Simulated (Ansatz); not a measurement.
`CSC1CCCC1` at its PBE0-D4/def2-TZVP geometry, where that method's forces vanish. The species carries charge 0 and has multiplicity 1.

```tsv
atom	x (Å)	y (Å)	z (Å)
C1	-2.7506	0.0484	1.2612
S2	-1.2729	1.0604	1.4037
C3	-0.3138	0.4451	0.0092
C4	0.9708	1.2653	-0.1508
C5	1.9782	0.3234	-0.8437
C6	1.2693	-1.0354	-0.9638
C7	0.1840	-0.9920	0.1058
H8	-3.4455	0.3898	2.0291
H9	-3.2212	0.1777	0.2843
H10	-2.5358	-1.0076	1.4301
H11	-0.9301	0.5502	-0.8916
H12	0.7911	2.1862	-0.7072
H13	1.3383	1.5573	0.8373
H14	2.2878	0.7026	-1.8192
H15	2.8848	0.2310	-0.2417
H16	1.9504	-1.8805	-0.8462
H17	0.8054	-1.1331	-1.9503
H18	0.6125	-1.1550	1.1004
H19	-0.6027	-1.7336	-0.0466
```

(1) For each bond, give half the difference of the two atoms' forces along it (eV/Å; positive pushes the atoms apart) under PBE-D4, r2SCAN-D4, B3LYP-D4, ωB97M-V in def2-TZVPP. (An estimate is asked.)

## Answers

(1) Ansatz gave: 
```csv
bond,length (Å),PBE-D4,r2SCAN-D4,B3LYP-D4,ωB97M-V
C1–S2,1.797,0.16,0.15,0.26,0.15
C1–H9,1.092,0.11,-0.03,-0.07,-0.08
C1–H10,1.091,0.10,-0.03,-0.08,-0.08
S2–C3,1.801,0.13,0.11,0.15,0.04
C3–C4,1.532,0.05,0.09,0.12,0.12
C3–C7,1.524,0.04,0.09,0.13,0.10
C4–C5,1.543,0.04,0.13,0.19,0.13
C4–H12,1.091,0.07,-0.07,-0.13,-0.10
C5–H15,1.092,0.09,-0.07,-0.12,-0.11
C6–C7,1.524,0.04,0.11,0.18,0.16
C6–H16,1.092,0.08,-0.07,-0.14,-0.12
C6–H17,1.094,0.09,-0.06,-0.10,-0.10
C7–H18,1.095,0.10,-0.05,-0.10,-0.09
C7–H19,1.092,0.07,-0.07,-0.14,-0.10
```

B3LYP here is the variant with VWN-RPA as its local correlation; programs differ in this.
